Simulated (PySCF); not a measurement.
One molecule, one basis, several functionals.

C3H7ClOSi.
SMILES: `Cl[SiH2]OC1CC1`

Torsions of this conformer, `[Cl:1][SiH2:2][O:3][CH:4]1[CH2:5][CH2:6]1`: Cl1–Si2–O3–C4 -74°, Si2–O3–C4–C5 19°.

PySCF, pcSseg-1 basis, density fitting, gas phase, PBE0-D3(BJ)/def2-SVP geometry. One functional is left out:

| functional | exact exchange (%) | HOMO energy (eV) | LUMO energy (eV) | dipole moment (D) |
| --- | --- | --- | --- | --- |
| B97-D | 0 | -6.45 | -0.15 | 1.805 |
| BLYP | 0 | -6.32 | -0.16 | 1.746 |
| BP86 | 0 | -6.57 | -0.35 | 1.804 |
| LDA | 0 | -6.62 | -0.58 | 1.818 |
| OPBE | 0 | -6.43 | -0.15 | 1.776 |
| PBE | 0 | -6.46 | -0.32 | 1.768 |
| B3LYP | 20 | -7.61 | 0.37 | 1.832 |
| B97-2 | 21 | -7.58 | 0.58 | 1.865 |
| mPW1PW91 | 25 | -7.89 | 0.58 | 1.875 |
| BHandHLYP | 50 | -9.14 | 1.50 | 1.928 |

Predict the row of PBE0 (25 % exact exchange) by straight lines through the other rows, and check it.

```json
{"property": "HOMO energy (eV)", "line": "-7.83", "computed": "-7.85", "computed − line": "-0.02", "mPW1PW91 (25 %), for comparison": "-7.89"}
{"property": "LUMO energy (eV)", "line": "0.61", "computed": "0.56", "computed − line": "-0.05", "mPW1PW91 (25 %), for comparison": "0.58"}
{"property": "dipole moment (D)", "line": "1.861", "computed": "1.867", "computed − line": "+0.006", "mPW1PW91 (25 %), for comparison": "1.875"}
```

Which of these properties follows the share of exact exchange most closely, and which least?

Most closely the HOMO energy, least the dipole moment; the correlations over the tabulated rows are HOMO energy -0.996, LUMO energy 0.977, dipole moment 0.916. The HOMO energy moves by -0.539 eV for every 10 %. Functionals with the same share still differ in their other parts: at 0 % BLYP and LDA differ by 0.30 eV in it.
